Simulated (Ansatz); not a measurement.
Reaction (formal exchange of groups at the Si–N bond): `CN([SiH3])[SiH2]Cl` + ethylene → `C=C[SiH2]Cl` + `CN[SiH3]`

Computed with Ansatz on PBE0-D4/def2-TZVP structures; ΔE is electronic, products minus reactants. CCSD(T)/CBS adds triple-zeta CCSD(T) − MP2 to the extrapolated MP2 energy (def2 sets, frozen cores). This one scheme is used for every species. Functionals use def2-TZVPP. B3LYP here is the variant with VWN-RPA as its local correlation; programs differ in this. HSE06 is defined as in plane-wave codes. One conformer a species, not always the lowest.

```csv
level,ΔE (kcal/mol),difference from CCSD(T)/CBS
LDA (SPW92),15.0,-1.7
revPBE-D4,15.1,-1.6
BLYP-D4,16.2,-0.5
r2SCAN-D4,15.7,-1.0
B97M-V,15.5,-1.2
PBE0-D4,15.1,-1.6
B3LYP-D4,16.4,-0.3
r2SCANh-D4,15.8,-0.9
r2SCAN0-D4,15.9,-0.8
HSE06-D4,15.1,-1.6
BHLYP-D4,17.1,0.4
CAM-B3LYP-D4,16.4,-0.3
ωB97X-V,15.8,-0.9
B2PLYP,15.6,-1.1
PBE-QIDH,15.7,-1.0
PBE,13.4,-3.3
revPBE,12.5,-4.2
BLYP,13.6,-3.1
r2SCAN,15.4,-1.3
B3LYP,14.3,-2.4
r2SCANh,15.4,-1.3
r2SCAN0,15.5,-1.2
HSE06,13.9,-2.8
BHLYP,15.2,-1.5
CAM-B3LYP,15.1,-1.6
LC-ωPBE,14.6,-2.1
RPA@PBE/def2-TZVPP,16.5,-0.2
HF/def2-SVP,14.8,-1.9
CCSD/def2-SVP,16.3,-0.4
CCSD(T)/def2-SVP,16.5,-0.2
HF/def2-TZVPP,15.3,-1.4
MP2/def2-TZVPP,17.2,0.5
SCS-MP2/def2-TZVPP,16.8,0.1
CCSD/def2-TZVPP,16.5,-0.2
CCSD(T)/def2-TZVPP,16.8,0.1
MP2/def2-QZVPP,17.2,0.5
SCS-MP2/def2-QZVPP,16.8,0.1
HF/CBS(def2),15.5,-1.2
MP2/CBS(def2),17.1,0.4
CCSD/CBS(def2),16.4,-0.3
CCSD(T)/CBS,16.7,0
```

Largest T1 diagnostic among the species: 0.011.

Leaving LDA and LC-ωPBE aside and taking each functional with its dispersion term where it has one, the values, not all of them listed here, spread over 2.4 kcal/mol, from PBE-D4 to BHLYP-D4. LDA lies +1.7 kcal/mol from PBE without D4. In def2-TZVPP, CCSD(T) changes the Hartree–Fock value by +1.4 kcal/mol (the triples alone add +0.2 kcal/mol) and MP2 by +1.9 kcal/mol. The D4 term adds +2.1 kcal/mol with B3LYP and +1.2 kcal/mol with PBE0; it sums over pairs of atoms, weighted by their polarisabilities, and B3LYP, whose exchange is more repulsive, gets the larger term.
